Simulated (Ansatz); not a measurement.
# Relaxing a trial structure of AlCl2H2Si+

The starting geometry of this gas-phase singlet is a saddle point at r2SCAN-D4/def2-SVP, pushed by 0.25 Å along its imaginary mode.

| atom | x (Å) | y (Å) | z (Å) |
| --- | --- | --- | --- |
| Al | -0.3093 | 0.4734 | 0.1363 |
| Cl | -1.4255 | 0.6722 | 1.8676 |
| Cl | 2.7794 | -1.8953 | -0.6335 |
| Si | 1.2478 | -1.4898 | 0.6220 |
| H | -0.2332 | 1.1797 | -1.2526 |
| H | 1.2563 | -2.4501 | 1.7664 |

**Question.** Where would you expect an optimisation with r2SCAN-D4/def2-SVP to take it?

**Answer.** A new bond forms, giving a structure with Cl2 bridging Al1 and Si4, given below by its coordinates. Contacts that close: Cl2–Si4 (3.66 → 2.40 Å).

The energy falls by 0.17 eV over 28 steps:

```csv
step,E − E(last) (eV)
1,0.174
4,0.171
7,0.170
10,0.165
13,0.156
16,0.143
19,0.077
22,0.007
25,0.000
28,0.000
```

Final geometry (Å):

```xyz
6

Al   -0.3318    0.2265   -0.4069
Cl    0.1112    0.3810    1.7841
Cl    3.0555   -1.2388    0.5296
Si    1.0502   -1.4516    0.5506
H    -1.1688    1.1897   -1.2988
H     0.5992   -2.6169    1.3476
```

Frequencies at the end are all real (lowest 115 cm⁻¹). Run with Ansatz 0.2.0, 58 s on 2 threads of Arm Neoverse V2, with other jobs on the host.
